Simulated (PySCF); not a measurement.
**Vertical excitation energies**

C3H7FSi.
InChI=1S/C3H7FSi/c4-3-1-2-5-3/h3H,1-2,5H2/t3-/m1/s1

Method used: TDDFT CAM-B3LYP/def2-SVPD, vertical, gas phase, core orbitals frozen in the response in PySCF 2.14.0, density-fitted response routines. Geometry: GFN2-xTB, one conformer, isolated molecule.

```
state  E (eV)  λ (nm)       f  main configurations (H = HOMO, L = LUMO)
   S1    6.72   184.4   0.030                                 H→L (78%)
   S2    7.22   171.8   0.033       H-1→L (72%), H→L+3 (9%), H→L+1 (9%)
   S3    7.36   168.6   0.044                  H→L+1 (69%), H-1→L (12%)
   S4    7.48   165.8   0.032                               H→L+3 (73%)
   S5    7.82   158.6   0.011              H-1→L+1 (80%), H-1→L+2 (10%)
   S6    7.97   155.6  0.0041                             H-1→L+3 (75%)
   S7    8.16   152.0   0.056                               H→L+2 (80%)
   S8    8.29   149.5   0.010    H-2→L (60%), H-3→L (14%), H-1→L+3 (8%)
```

Triplets, Tamm–Dancoff:

```tsv
state	E (eV)	λ (nm)	main configurations (H = HOMO, L = LUMO)
T1	6.08	203.8	H→L (84%)
T2	6.63	187.1	H-1→L (76%), H→L+3 (10%)
T3	6.78	182.9	H→L+3 (70%), H-1→L (10%)
```

The lowest singlet lies at 6.72 eV (184 nm, vacuum ultraviolet) and is weak; its leading configuration is HOMO→LUMO (78%). The strongest level in the table is S7 at 8.16 eV (152 nm, f = 0.056). Löwdin shares by element: HOMO carbon 38% or more, fluorine 21%, silicon 20% (atoms not listed hold the other 21%); LUMO silicon 32%, hydrogen 22% or more, carbon 12% or more (atoms not listed hold the other 33%). Weighted by f, the mean energy of these states is 7.55 eV. The listed states span 1.57 eV, and the widest gap between neighbours is 0.49 eV (S1 to S2). Of the 8 states listed, 7 reach f = 0.01 and none stays under 0.0005. Singlets were solved by full linear response, triplets in the Tamm–Dancoff approximation.
